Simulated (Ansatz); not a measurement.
Consider the cleavage of the Ga–Al bond: `[NH2][AlH][GaH2]` + `[SiH3]CS` → `[SiH3]C[S][GaH2]` + `[NH2][AlH2]`.

Gas-phase electronic energies from Ansatz, PBE0-D4/def2-TZVP geometries. CCSD(T)/CBS adds triple-zeta CCSD(T) − MP2 to the extrapolated MP2 energy (def2 sets, frozen cores). This one scheme is used for every species. DFT in def2-TZVPP. B3LYP here is the variant with VWN-RPA as its local correlation; programs differ in this. For Ga outer-core shells are correlated without core-valence functions, which leaves a few kJ/mol of doubt a bond. Scalar relativity is left out up to krypton. One conformer a species, not always the lowest.

```json
{"level": "revPBE-D4", "ΔE (kJ/mol)": "-79.1"}
{"level": "BHLYP-D4", "ΔE (kJ/mol)": "-85.3"}
{"level": "CAM-B3LYP-D4", "ΔE (kJ/mol)": "-82.6"}
{"level": "ωB97X-V", "ΔE (kJ/mol)": "-80.8"}
{"level": "BLYP", "ΔE (kJ/mol)": "-73.1"}
{"level": "PBE0", "ΔE (kJ/mol)": "-72.6"}
{"level": "B3LYP", "ΔE (kJ/mol)": "-74.7"}
{"level": "CCSD/CBS(def2)", "ΔE (kJ/mol)": "-81.1"}
```

What does CCSD(T)/CBS give? (Best estimate.)

Ansatz gave: -83.8 kJ/mol. The listed levels differ from it by 4.7, -1.5, 1.2, 3.0, 10.7, 11.2, 9.1, 2.7 kJ/mol.

Largest T1 diagnostic among the species: 0.013.

The D4 term adds −8.5 kJ/mol with B3LYP and −4.5 kJ/mol with PBE0; it sums over pairs of atoms, weighted by their polarisabilities, and B3LYP, whose exchange is more repulsive, gets the larger term. Leaving LDA and LC-ωPBE aside and taking each functional with its dispersion term where it has one, the values, not all of them listed here, spread over 16.5 kJ/mol, from B97M-V to PBE-D4. LDA lies −7.8 kJ/mol from PBE without D4.
